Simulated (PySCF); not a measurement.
Gas-phase reaction: BCl₃ + 2 H₂ + B₃N₃Cl₃H₃ = 3 BCl₂NH₂ + BH

Computed with PySCF and rigid-rotor harmonic-oscillator thermochemistry at 1 bar. † marks an energy on the PBE0/def2-TZVP geometry and frequencies. MP2 freezes the core. All species are closed-shell singlets. BCl₂NH₂: computed as isolated molecules; such fragments, hydroxides, amides, oligomers or adducts are transient or little studied in the gas. MP2 isn't extrapolated to the basis-set limit.

PBE0/def2-SVP† gives ΔH°(298 K) = 662 kJ.

**Question.** What do BLYP/def2-TZVP†, LDA/def2-TZVP†, MP2/def2-SVP† give?

**Answer.** BLYP/def2-TZVP†: 600 kJ; LDA/def2-TZVP†: 695 kJ; MP2/def2-SVP†: 674 kJ. For scale, ΔH°(298 K) is 662 kJ at this level, 623 kJ at ωB97M-V/def2-TZVP†, and runs from 557 to 695 kJ over the 18 levels computed.
